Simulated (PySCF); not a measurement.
Species: CH₉BNP.
SMILES: `C[B@@H-]([NH3+])P`

Torsions of this conformer, `[CH3:1][B@@H-:2]([NH3+:3])[PH2:4]`: H–P4–B2–C1 -21°, H–P4–B2–C1 74°.

The closed-shell ground state was solved at several levels (PySCF, density fitting, gas phase, non-relativistic). Geometry: PBE0-D3(BJ)/def2-SVP, one conformer, isolated molecule.

```csv
level,basis functions,HOMO (eV),LUMO (eV),gap (eV),dipole (D)
PBE0/6-31G*,78,-5.81,0.82,6.63,5.38
PBE0/6-31+G*,94,-6.00,-0.78,5.22,5.29
PBE0/IGLO-III,239,-6.01,-0.44,5.57,5.11
PBE0/cc-pVTZ,250,-6.02,-0.12,5.90,5.20
HF/def2-SVPD,156,-8.52,1.68,10.20,5.33
"PBE0/6-311+G(2d,p)",170,-6.07,-0.78,5.29,5.16
PBE0/def2-TZVP,184,-6.03,-0.19,5.84,5.21
PBE0/aug-cc-pVDZ,177,-6.06,-0.90,5.16,5.12
PBE0/def2-SVP,105,-5.86,0.37,6.23,5.35
PBE0/cc-pVDZ,105,-5.85,0.37,6.22,5.32
PBE0/pcSseg-0,58,-5.92,0.50,6.42,5.48
```

Question: Estimate the row for PBE0/def2-TZVPD, a basis of 235 functions; the other rows only guide the guess.

Answer: HOMO -6.06 eV, LUMO -0.71 eV, gap 5.35 eV, dipole 5.13 D.

Question: Over all these levels, which gives the widest orbital gap and which the narrowest?

Answer: HF/def2-SVPD (Hartree–Fock, all exact exchange) has the widest, 10.20 eV, and PBE0/aug-cc-pVDZ (global hybrid, 25 % exact exchange) the narrowest, 5.16 eV. Functional and basis both differ between the two, so the spread mixes both effects.

Question: How much does the basis alone move the frontier levels among the 11 PBE0 rows (the withheld one included)?

Answer: The HOMO by 0.26 eV and the LUMO by 1.72 eV. By rising basis size (HOMO, LUMO in eV): pcSseg-0 -5.92, 0.50; 6-31G* -5.81, 0.82; 6-31+G* -6.00, -0.78; def2-SVP -5.86, 0.37; cc-pVDZ -5.85, 0.37; 6-311+G(2d,p) -6.07, -0.78; aug-cc-pVDZ -6.06, -0.90; def2-TZVP -6.03, -0.19; def2-TZVPD -6.06, -0.71; IGLO-III -6.01, -0.44; cc-pVTZ -6.02, -0.12.

Question: How far do the dipole and the HOMO energy spread over the levels?

Answer: The dipole runs from 5.11 to 5.48 D (mean 5.26 D) and the HOMO from -8.52 to -5.81 eV.
